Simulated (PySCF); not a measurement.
C4H9O, SMILES C(=[OH+])(C)CC, charge +1.

Geometry: PBE0-D3(BJ)/def2-SVP. The isomer is the one that the SMILES or the coordinates give; other isomers of the formula were not compared. One conformer was computed; it need not be the lowest.

Two levels are set side by side: TDA-PBE/def2-SVPD (PySCF) and TDA-ωB97X/def2-SVPD (PySCF). Vertical, same geometry. The lowest singlet is HOMO→LUMO 95 % with PBE and HOMO−1→LUMO 71 %, HOMO−5→LUMO 17 % with the other functional; states are paired by order. Differences are taken from unrounded values.

```json
[
 {"quantity": "lowest singlet excitation (eV)", "TDA-ωB97X": "6.32"},
 {"quantity": "lowest triplet excitation (TDA) (eV)", "TDA-ωB97X": "5.75"},
 {"quantity": "first bright state (f over 0.05) (eV)", "TDA-ωB97X": "7.69"},
 {"quantity": "its oscillator strength", "TDA-ωB97X": "0.12"}
]
```

What does TDA-PBE give, and how far is it from TDA-ωB97X? (An estimate is asked for; the answer gives what the named calculation found.)


```json
[
 {"quantity": "lowest singlet excitation (eV)", "TDA-PBE": "4.96", "TDA-PBE minus TDA-ωB97X": "-1.36"},
 {"quantity": "lowest triplet excitation (TDA) (eV)", "TDA-PBE": "4.75", "TDA-PBE minus TDA-ωB97X": "-1.00"},
 {"quantity": "first bright state (f over 0.05) (eV)", "TDA-PBE": "6.95", "TDA-PBE minus TDA-ωB97X": "-0.75"},
 {"quantity": "its oscillator strength", "TDA-PBE": "0.20", "TDA-PBE minus TDA-ωB97X": "0.08"}
]
```

Functionals without exact exchange tend to place singlet excitations lower, as here. Differences between two approximate levels are no errors against the true value.

Rough cost on one machine, each run with all the roots and properties that it gave: TDA-ωB97X against TDA-PBE about 4 times.
